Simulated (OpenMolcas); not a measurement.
Re4+: moving or changing the point charges

Re4+ among 6 point charges of -1 e arranged as a trigonal antiprism (D3d), 2 Å from the ion, with a polar angle of 47.1° against the regular 54.74°.
```
   0.0000    1.4644    1.3621  -1.00
  -1.2682   -0.7322    1.3621  -1.00
   1.2682   -0.7322    1.3621  -1.00
   0.0000   -1.4644   -1.3621  -1.00
   1.2682    0.7322   -1.3621  -1.00
  -1.2682    0.7322   -1.3621  -1.00
```

```yaml
Program: OpenMolcas 26.06
Method: CASSCF
Basis: ANO-RCC-VDZP [7s6p4d2f1g]
Scalar_Hamiltonian: DKH2, point nucleus
Active_space: 3 electrons in 5 orbitals (5d)
State_averaging: 2S+1 = 4 even, 10 roots; 2S+1 = 2 even, 40 roots
Spin-orbit_coupling: RASSI with atomic mean-field integrals over the reference wave functions
```

Runs around this geometry, states (labels of D3, the rotations of D3d). Energies in cm-1 above the lowest state or level, χT in cm3 K/mol.

| R (Å) | q (e) | Polar angle / regular | Ground state | First state of that spin | First gap with spin-orbit (degeneracies) | χT at 300 K | First state of another spin |
| --- | --- | --- | --- | --- | --- | --- | --- |
| 2 | -1 | 0.79 | 4A2 | 4E 5895 | 2904 (2, 2) | 0.129 | 2E 14025 |
| 2 | -0.5 | 0.86 | 4A2 | 4E 2978 | 1408 (2, 2) | 0.083 | 2E 14869 |
| 1.81 | -1 | 0.86 | 4A2 | 4E 9727 | 1889 (2, 2) | 0.249 | 2E 14179 |
| 2 | -1 | 0.86 | 4A2 | 4E 6154 | 2152 (2, 2) | 0.129 | 2E 14791 |
| 2.15 | -1 | 0.86 | 4A2 | 4E 4383 | 2083 (2, 2) | 0.093 | 2E 14927 |

Taking the first state of the same spin as R^-n, n = -ln(4383 / 9727) / ln(2.15 / 1.81) = 4.6 between the shortest and longest distance.

Scaling the charges by -0.5 / -1 = 0.50 scales the first state of the same spin by 2978 / 6154 = 0.48; with fixed orbitals a first-order splitting would follow the charge.

Without dynamic correlation the repulsion within the d shell is too large (B by tens of per cent), so at a given field states of lower spin stand too high. Spin-orbit coupling mixes the spin-free states strongly: the lowest level takes only 54 % from its leading state, 4A2 (figures for R = 2, q = -1, ratio = 0.79; the like holds for R = 2, q = -0.5, ratio = 0.86, R = 1.81, q = -1, ratio = 0.86, R = 2, q = -1, ratio = 0.86, R = 2.15, q = -1, ratio = 0.86). This is an electrostatic model: the charges have no orbitals. No measured value stands beside these numbers.
